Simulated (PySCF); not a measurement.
Compound: BH₇PSb.
Atom-mapped SMILES: `[PH2:1][BH2-:2][SbH3+:3]` (hydrogens: H4, H5 on P1; H6, H7 on B2; H8, H9, H10 on Sb3)

Computed by this run: PBE0-D3(BJ)/def2-SVP geometry optimisation, gas phase, def2 core potentials past Kr in PySCF 2.14.0; density fitting, grid level 1; the optimiser is geomeTRIC in internal coordinates, started from a GFN2-xTB structure with every atom displaced at random (about 0.01 Å).

Step 1: E = -16607.4640 eV
```
atom  x, y, z in Å  |  force x, y, z in eV/Å
P1      1.5238    0.8550    0.5924    0.087   0.073  -0.038
B2      0.6412   -0.7682   -0.1083    0.093   0.065  -0.068
Sb3    -1.5340   -0.0973    0.4203   -0.394   0.154   0.170
H4      2.8047    0.3050    0.9052   -0.104  -0.053  -0.043
H5      1.9253    1.4511   -0.6431   -0.020  -0.046   0.075
H6      0.6158   -0.9408   -1.3087   -0.048  -0.034   0.021
H7      0.7883   -1.7521    0.5897   -0.069   0.015   0.013
H8     -3.1141   -0.7762    0.1604    0.432   0.118  -0.005
H9     -1.8891    1.4983   -0.0904    0.017  -0.231   0.015
H10    -1.7128    0.2030    2.0896    0.007  -0.061  -0.139
```

Step 2: E = -16607.4864 eV
```
atom  x, y, z in Å  |  force x, y, z in eV/Å
P1      1.5399    0.8664    0.5916    0.050   0.011   0.031
B2      0.6363   -0.7449   -0.1032   -0.056   0.055  -0.046
Sb3    -1.5325   -0.0867    0.4310    0.120   0.044   0.079
H4      2.7969    0.2637    0.8874    0.000  -0.016  -0.015
H5      1.9505    1.4471   -0.6436    0.011  -0.006  -0.004
H6      0.5956   -0.9267   -1.3013   -0.008  -0.033  -0.001
H7      0.7666   -1.7271    0.5995   -0.009  -0.005   0.013
H8     -3.0544   -0.7889    0.1525   -0.061  -0.107  -0.067
H9     -1.9219    1.4745   -0.0933   -0.030   0.064  -0.046
H10    -1.7278    0.2005    2.0867   -0.016  -0.007   0.058
```

**Question.** Estimate the geometry and energy of step 3. (The exact step hangs on the optimiser's Hessian estimate; all steps are aligned on step 2, rigid shifts and turns removed.)

**Answer.** E = -16607.4959 eV, largest force 0.181 eV/Å
```
atom  x, y, z in Å  |  force x, y, z in eV/Å
P1      1.5705    0.8741    0.5901    0.007  -0.026   0.035
B2      0.6298   -0.7199   -0.0971   -0.097   0.047  -0.015
Sb3    -1.5376   -0.0737    0.4404    0.165   0.051   0.056
H4      2.8090    0.2280    0.8680    0.030  -0.003  -0.003
H5      1.9880    1.4391   -0.6491    0.014   0.008  -0.025
H6      0.5779   -0.9114   -1.2933    0.005  -0.025  -0.009
H7      0.7499   -1.7013    0.6091    0.012  -0.015   0.008
H8     -3.0259   -0.8341    0.1372   -0.061  -0.071  -0.053
H9     -1.9572    1.4779   -0.0958   -0.050   0.031  -0.016
H10    -1.7551    0.1993    2.0977   -0.025   0.003   0.023
```

The energy changes by -0.0095 eV. The first-order estimate −F·Δx gives -0.0114 eV and the mean of the old and new forces, exact on a quadratic surface, -0.0093 eV. The step makes an angle of 66° with the force vector and moves no atom by more than 0.056 Å.

What follows is the cost of the whole optimisation. On one thread, Arm Neoverse V2 (aarch64), on a shared host, this took 40 s and 0.39 GiB of memory at its peak.
